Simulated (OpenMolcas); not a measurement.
An atom or ion with 51 electrons was computed by SS-RASPT2, IPEA 0.25 Eh, imaginary shift 0.1 Eh with spin-orbit coupling (OpenMolcas, ANO-RCC-VTZP, DKH2). The lowest levels that the run gave, each within 12 % of the measured value where one is at hand:

| J | Parity | E (cm-1) | g |
| --- | --- | --- | --- |
| 3/2 | odd | 0.0 | 1.969 |
| 3/2 | odd | 11130 | 0.890 |
| 5/2 | odd | 12890 | 1.200 |
| 1/2 | odd | 21640 | 0.666 |
| 3/2 | odd | 24170 | 1.277 |
| 5/2 | even | 72430 | 1.592 |
| 3/2 | even | 75890 | 1.727 |
| 1/2 | even | 77320 | 2.658 |

Task: Which ion is it, and what are the configurations and terms?

Result: Te+ (Z = 52, charge +1; active space 5 electrons in 9 orbitals (RAS2 5s 5p; RAS3 5d, at most 2 electrons)). J, parity and g give the terms where levels are pure, and mixed ones are named by the computed weights; the size of the splittings, set against known spectra of the 51-electron sequence, gives the charge. In order, with the measured energies in cm-1 (NIST Handbook of Basic Atomic Spectroscopic Data): 5s2 5p3 4S* 3/2, 5s2 5p3 2D* 3/2 (10222), 5s2 5p3 2D* 5/2 (12422), 5s2 5p3 2P* 1/2 (20547), 5s2 5p3 2P* 3/2 (24032), 5s 5p4 4P 5/2 (71193), 5s 5p4 4P 3/2 (74893), 5s 5p4 4P 1/2.

The run also gave levels led by 5s2 5p2 5d, which use shells meant for correlation; these and all levels above them are left out. Some terms mix strongly with configurations of 5d, whose occupation reaches 0.17 (5s 5p4 4P). Computed and measured levels are paired by configuration, term and J; levels that our copy of the source lacks, or whose pairing is in doubt (as where it misses far off the trend of its configuration), stay unpaired and out of the deviations. Levels of configurations outside the active space are missing.

* marks odd parity.
